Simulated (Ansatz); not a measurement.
Job for Ansatz (an electronic-structure program): R-r2SCAN/def2-TZVPP on NH3 (SMILES N).

Ansatz 0.2 input:
```yaml
crystal:
  periodic: [false, false, false]
  atoms:
    - {symbol: N, position_ang: [0.00000000, -0.00002411, 0.30627053]}
    - {symbol: H, position_ang: [0.00000000, 0.93747488, -0.10213041]}
    - {symbol: H, position_ang: [0.81190073, -0.46877539, -0.10212006]}
    - {symbol: H, position_ang: [-0.81190073, -0.46877539, -0.10212006]}
basis:
  gaussian:
    orbitals: def2-TZVPP
hamiltonian:
  xc: {name: r2SCAN}
scf: {lower_state_search: off}
```

Program output:

```
WARN ansatz: RAYON_NUM_THREADS=4 ignored (pool sized by the plan → 4); use --threads N
Functional definition: r2SCAN
these checks for a lower state are left out or cut short: stability, starts, cluster_reference, orbital_swaps, neighbouring_geometries, increment
integrals: 0.01 GiB planned
332 factors; their error is unknown
mean field: 0.13 GiB planned
mean field evaluation 1: about -1532.0814 eV, gradient 6.0e1 eV
mean field evaluation 2: about -1522.5338 eV, gradient 8.5e1 eV
mean field evaluation 4: about -1538.7633 eV, gradient 5.9e-1 eV
mean field evaluation 8: about -1538.7601 eV, gradient 2.1e-1 eV
mean field evaluation 16: about -1538.7601 eV, gradient 3.8e-7 eV
mean field -1538.76012835 eV, -56.5483917077 hartree, gradient 3.8e-7 eV, S^2 0.000000; 0 other end points of the search recorded, 0 dependent functions left out
reference -1538.76013488 eV, -56.5483919477 hartree; 5, 5 occupied and 68, 68 virtual orbitals, 332 factors
Total energy: -1538.76013488 eV, -56.5483919477 hartree
Checks for a lower state left out: stability, starts, cluster_reference, orbital_swaps, neighbouring_geometries, increment
```

The run converged.

Cost: about 0.8 core-seconds (a rough figure).
